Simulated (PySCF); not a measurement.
# From computed data to an observable: dipole moment from atomic charges

F₂H₄OSi₂, SMILES F[SiH2]O[SiH2]F. Atoms are numbered in the order given.

```xyz
9

Si    -1.5421     0.3402    -0.3062
F     -1.9170    -0.5924     0.9630
O      0.0000     0.0000    -0.7705
Si     1.5421    -0.3402    -0.3062
F      1.9170     0.5924     0.9630
H     -1.6495     1.7547     0.1249
H     -2.4506    -0.0074    -1.4233
H      2.4506     0.0074    -1.4233
H      1.6495    -1.7547     0.1249
```

The structure is a stationary point at PBE0-D3(BJ)/def2-SVP. Other conformers were not sampled.

Charges (e) from PBE/def2-TZVP in PySCF:

```
atom     IAO  Mulliken
----  ------  --------
Si1    1.241     0.504
F2    -0.519    -0.286
O3    -0.848    -0.294
Si4    1.241     0.504
F5    -0.519    -0.286
H6    -0.152    -0.036
H7    -0.147    -0.035
H8    -0.147    -0.035
H9    -0.152    -0.036
```

The dipole moment of the full density is 1.57 D.

### Question
What dipole moment does each set of point charges give, and which comes closer to that of the density?

### Answer

μ = Σ q r, and 1 e Å = 4.8032 D.
IAO: Σ q r = (0.000, 0.000, -0.726) e Å, |μ| = 3.49 D.
Mulliken: Σ q r = (0.000, 0.000, -0.542) e Å, |μ| = 2.60 D.
Mulliken comes closer in size. Point charges leave out the atoms' own dipoles (lone pairs, polarised bonds); fits to the potential absorb them, partitions of the density don't.
